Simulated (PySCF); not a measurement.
One of the candidates below gave these computed data.

All candidates are C7H6N2.

| technique | computed result |
| --- | --- |
| Triplet | lowest triplet excitation (Tamm–Dancoff): 3.37 eV [TDA PBE0/def2-SVPD] |
| Rotational structure | rotational constants A, B, C: 3.014, 1.537, 1.018 GHz [GFN2-xTB] |
| UV, strongest line | among the 6 lowest singlet transitions: S5 at 6.15 eV (202 nm, f = 0.490) [TDDFT PBE0/def2-SVPD] |
| Dipole | 4.28 D [PBE0/def2-SVPD] |
| 13C NMR | chemical shifts (computed TMS as zero) by class: 155.5 (1 C), 141.0 (1 C), 139.5 (1 C), 122.8 (1 C), 121.3 (1 C), 116.5 (1 C), 97.0 (1 C) ppm [GIAO PBE0/pcSseg-1] |
| UV, first state | lowest singlet excitation: 4.32 eV (287 nm, f = 0.088) [TDDFT PBE0/def2-SVPD] |
| Polarisability | 94.4 au [PBE0/def2-SVPD] |

Electronic properties: PySCF, gas phase, density fitting. Levels stand in brackets. Isolated species at its GFN2-xTB geometry, gas phase. Each NMR value is the plain mean over a class of atoms that symmetry, rotation or inversion makes alike.

Task: Which candidate is it?
A. `[H]/N=C/C=C=C/C=C\C#N`
B. `N#Cc1ccccc1N`
C. `CC#Cc1cccnn1`

Result: B. It is `N#Cc1ccccc1N`. Numbering: `[N:1]#[C:2][c:3]1[cH:4][cH:5][cH:6][cH:7][c:8]1[NH2:9]`. Its formula, C7H6N2, gives 6 degrees of unsaturation: 1 ring and 5 π bonds in the structure found (Kekulé form). 7 carbons fall into 7 classes; from least to most shielded: aromatic carbon bearing nitrogen [C8] (155.5 ppm), aromatic CH carbon [C4] (141.0 ppm), aromatic CH carbon [C6] (139.5 ppm), nitrile carbon [C2] (122.8 ppm), aromatic CH carbon [C5] (121.3 ppm), aromatic CH carbon [C7] (116.5 ppm), substituted aromatic carbon [C3] (97.0 ppm). S1 is mainly HOMO→LUMO (weight 0.93); the largest Löwdin shares of the orbital it empties are 0.26 on the aniline-type nitrogen, 0.17 on an aromatic CH carbon, 0.12 on the aromatic carbon bearing nitrogen and 0.10 on the substituted aromatic carbon, of the orbital it fills 0.19 on an aromatic CH carbon, 0.14 on an aromatic CH carbon, 0.14 on the substituted aromatic carbon and 0.12 on the nitrile nitrogen. By its constants the optimised geometry is an asymmetric top.

The others, at the same levels:
- `CC#Cc1cccnn1` fails: its computed 13C shifts are 151.7 (1 C), 151.6 (1 C), 134.9 (1 C), 128.7 (1 C), 101.9 (1 C), 85.5 (1 C), 5.8 (1 C) ppm, rotational constant A is 5.854 GHz (against 3.014 GHz) and smallest rotational constant is 0.757 GHz (against 1.018 GHz).
- `[H]/N=C/C=C=C/C=C\C#N` fails: its computed 13C shifts are 238.1 (1 C), 169.0 (1 C), 153.9 (1 C), 120.7 (1 C), 106.2 (1 C), 104.2 (1 C), 100.6 (1 C) ppm, rotational constant A is 6.764 GHz (against 3.014 GHz) and smallest rotational constant is 0.513 GHz (against 1.018 GHz).

Each candidate is one conformer, not necessarily the lowest. Dipoles, sizes and rotational constants follow the conformer. The torsions of the flexible species, by atom-mapped SMILES:
- `[N:1]#[C:2][c:3]1[cH:4][cH:5][cH:6][cH:7][c:8]1[NH2:9]`: H–N9–C8–C7 16°, H–N9–C8–C7 169°
- `[H]/[N:9]=[CH:8]/[CH:7]=[C:6]=[CH:5]/[CH:4]=[CH:3]\[C:2]#[N:1]`: C3–C4–C5–C6 -178°, C6–C7–C8–N9 -179°
